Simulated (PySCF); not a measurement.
H3BO, SMILES `BO`, neutral singlet in the gas phase. 

Cartesian coordinates (Å):
SMILES: BO
```xyz
5

B     -0.4189    -0.0668     0.0032
O      0.8871    -0.4032     0.0366
H     -0.7474     1.0778    -0.0941
H     -1.2066    -0.9550     0.0745
H      1.4857     0.3461    -0.0237
```
Charge 0, spin multiplicity 1.

All levels are single points at this geometry (M06-2X/def2-TZVP); Pople sets use spherical d functions. Orbital energies aren't observables, and empty levels follow the basis.

```json
[
 {"level": "B3LYP-D3(BJ)/def2-TZVP in PySCF", "HOMO (eV)": "-8.69", "LUMO (eV)": "-0.68", "gap (eV)": "8.01", "dipole (D)": "1.60", "vertical IE, Delta-SCF (eV)": "11.81"},
 {"level": "M06-2X/def2-TZVP in PySCF", "HOMO (eV)": "-10.28", "LUMO (eV)": "0.50", "gap (eV)": "10.79", "dipole (D)": "1.58", "vertical IE, Delta-SCF (eV)": "12.00"},
 {"level": "PBE-D3(BJ)/def2-TZVP in PySCF", "HOMO (eV)": "-7.36", "LUMO (eV)": "-1.42", "gap (eV)": "5.94", "dipole (D)": "1.61", "vertical IE, Delta-SCF (eV)": "11.45"},
 {"level": "BP86/6-31G* in PySCF", "HOMO (eV)": "-7.22", "LUMO (eV)": "-0.97", "gap (eV)": "6.25", "dipole (D)": "1.75", "vertical IE, Delta-SCF (eV)": "–"},
 {"level": "SVWN5/6-31G* in PySCF", "HOMO (eV)": "-7.07", "LUMO (eV)": "-1.15", "gap (eV)": "5.92", "dipole (D)": "1.80", "vertical IE, Delta-SCF (eV)": "11.35"},
 {"level": "HF/6-31G* in PySCF", "HOMO (eV)": "-12.53", "LUMO (eV)": "4.05", "gap (eV)": "16.59", "dipole (D)": "1.69", "vertical IE, Delta-SCF (eV)": "11.65"}
]
```
